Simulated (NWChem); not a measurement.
**Ionisation of CH3OS**

```
C
H 1 1.0997
H 1 1.0997 2 109.74
H 1 1.1001 2 110.05 3 -121.24
S 1 1.8080 2 109.38 3 120.00
O 5 1.5188 1 105.55 2 -60.11
```
Charge 0, spin multiplicity 2.

Program: NWChem. The geometry was optimised at UPBE0/def2-SVP, a minimum by its harmonic frequencies.

Basis set: def2-TZVP. The species with one electron less has spin multiplicity 1 and keeps the geometry of the parent. Δ marks differences of total energies (open shells unrestricted). −ε marks an orbital energy of the parent. That orbital need not have the symmetry of the hole or added electron in the Δ rows. That singlet is a closed-shell solution.

B3LYP has NWChem's definition, with VWN1-RPA local correlation. The structure started from a generated list of species. The unpaired electrons of the parent sit in orbitals of symmetry a" (Cs labels of the run); other states weren't searched. The stability of the SCF solutions was not checked.

Task: One of these methods gave a first vertical ionisation energy of 9.42 eV. Which?
A) −ε(alpha HOMO) of B3LYP
B) ΔPBE
C) ΔPBE0
D) −ε(alpha HOMO) of PBE

Result: C, ΔPBE0. The others give 9.12 (ΔPBE), 5.31 (−ε(alpha HOMO) of PBE), 6.55 (−ε(alpha HOMO) of B3LYP).
